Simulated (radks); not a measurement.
The numbers below are computed, except where a source is named.
Initial-state core-level shifts of neutral technetium when its valence configuration changes from [Kr] 4d5 5s2. Code: a radial shooting solver on a logarithmic mesh with Libxc functionals. Model: Dirac Kohn-Sham, PBE, spin-unpolarised, spherical densities, finite nucleus; open shells are shared between the two j in proportion to 2j + 1; Fermi nuclear charge, rms radius 4.4112 fm. Shifts are changes of the shell-averaged eigenvalues in eV (positive: less bound); the change of the density at the nucleus, which sets a Mossbauer isomer shift, is in e/bohr^3, on a base of 1.002e+05.

valence	1s	2s	3s	3d	density at nucleus
4d4 5s2 5p1	-5.145	-5.397	-5.303	-5.325	+8.27
4d5 5s1.5 5p0.5	-0.762	-0.741	-0.749	-0.747	-6.01
4d5 5s1 5p1	-1.471	-1.429	-1.445	-1.441	-12.52
4d6 5s1	+3.122	+3.342	+3.286	+3.303	-16.91
4d5.5 5s1.5	+1.640	+1.757	+1.724	+1.734	-9.04
4d3 5s2 5p2	-10.597	-11.182	-10.928	-10.983	+17.53
4d5 5s0.5 5p1.5	-2.141	-2.079	-2.104	-2.098	-19.46
4d4 5s1 5p2	-6.455	-6.678	-6.596	-6.616	-7.05
4d5 5p2	-2.782	-2.701	-2.734	-2.726	-26.77
